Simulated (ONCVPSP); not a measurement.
## Ranking ONCV potentials for magnesium (Mg)

All share these settings but for the change named:

magnesium (Mg), optimised norm-conserving Vanderbilt (ONCV), made with ONCVPSP 4.0.1 (PBE, scalar-relativistic). Core [He], reference 2s2 2p6 3s2. Waves: 2s+3s: rc 1.45 bohr, ncon 4, nbas 7, qcut 6.8 1/bohr, 2 projectors; 2p: rc 1.20 bohr, ncon 4, nbas 7, qcut 13.6 1/bohr, 2 projectors, debl 1.4 Ha. Local part: polynomial inside 0.95 bohr (lpopt 5, dvloc0 -1 Ha). Core correction: polynomial model core, fcfact 0.45.

In the p channel the program set the typed energies aside and used -1.713, 0.250 Ha.

Cutoff: the first of the cutoffs (Ha) at which the residual kinetic energy of the hardest occupied pseudo-wave falls to 1 and 0.1 mHa per electron; the density cutoff is not measured.

The base gives 62 Ha.

Of 9 variants that were run, those that failed, showed a ghost or another fault, or gave nearly equal values are left out.

A variant can come out equal or close to the base.

Rank these variants from softest to hardest (loose cutoff).
A. s: qcut 9.6
B. core [Ne], valence charge 2; reference 3s1.5; waves now 3s: rc 2.70 bohr, ncon 4, nbas 7, qcut 1.9 1/bohr, 2 projectors, debl 3.4 Ha; p scattering state at 0.09 Ha: rc 2.45 bohr, ncon 4, nbas 7, qcut 3.9 1/bohr, local; local potential the p channel
C. all radii but the core radius scaled by about 0.82 (s 1.18, p 0.98 bohr); local potential polynomial inside 0.78 bohr (lpopt 5, dvloc0 -1 Ha)

B (7 Ha), A (62 Ha), C (74 Ha).
